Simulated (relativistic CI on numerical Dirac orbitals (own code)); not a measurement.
# Ni2+ in a cubic cluster: 2p photoemission with charge transfer

Computed with a charge-transfer multiplet model of a cubic metal-ligand cluster with up to 2 ligand holes, Slater and spin-orbit integrals from Dirac-Coulomb-Breit ions, Slater integrals scaled by 0.8. The ground state mixes d8 with configurations of k ligand holes L, whose averages lie at kΔ + k(k − 1)U_dd/2; a core hole lowers each added d electron by U_cd. 300 K, Lorentzian 0.6 eV and Gaussian 0.8 eV FWHM.

Atomic integrals in eV (Slater integrals scaled, ζ unscaled), ground: F2dd 9.736, F4dd 6.042, zeta_d 0.080; with the core hole: F2dd 11.178, F4dd 6.982, zeta_d 0.114, zeta_core 11.406, F2cd 6.704, G1cd 5.115, G3cd 2.909.

Cluster parameters (eV): Δ = 2.8, U_dd = 7.4, U_cd = 8.9, 10Dq(ligand) = 0.6, V(eg) = 2.45, V(t2g) = -1.09, final-state hopping factor = 1.

```csv
Case,n_d,d8,d9L,d10L2,S
10Dq = 0 eV,8.33,0.68,0.30,0.01,1.00
10Dq = 0.6 eV,8.31,0.71,0.28,0.01,1.00
10Dq = 0.9 eV,8.30,0.72,0.27,0.01,1.00
10Dq = 1.2 eV,8.28,0.73,0.26,0.01,1.00
10Dq = 1.5 eV,8.27,0.74,0.25,0.01,1.00
```

Weights, n_d and S are thermal averages at 300 K. Binding energies count from the first peak over 30 % of the highest in each spectrum, which can be another peak from case to case. The parameters are a model scan and need not match a compound or its usual spin state. Peaks in eV (height, largest 100):
- 10Dq = 0 eV: 0.0 (100), 6.8 (51), 11.5 (18), 13.3 (9), 17.5 (47), 24.1 (28), 28.7 (15)
- 10Dq = 0.6 eV: 0.0 (100), 6.8 (52), 11.4 (16), 13.3 (9), 17.5 (48), 24.1 (29), 28.6 (14)
- 10Dq = 0.9 eV: 0.0 (100), 6.8 (52), 11.2 (15), 13.2 (9), 17.5 (48), 24.1 (29), 28.5 (13)
- 10Dq = 1.2 eV: 0.0 (100), 6.8 (52), 11.2 (14), 13.3 (8), 17.5 (49), 24.2 (29), 28.4 (12)
- 10Dq = 1.5 eV: 0.0 (100), 6.8 (52), 11.1 (13), 13.0 (7), 17.5 (48), 24.1 (29), 28.3 (11)

For the case 10Dq = 0.6 eV, Δ = 2.8 eV is smaller than U_dd = 7.4 eV, the charge-transfer side of the Zaanen-Sawatzky-Allen scheme. With the core hole the average of the configuration with one ligand hole lies at Δ − U_cd = -6.1 eV before mixing: it lies below the unscreened one, so the lowest final states are mostly screened and the unscreened weight appears at higher binding energy as a satellite.
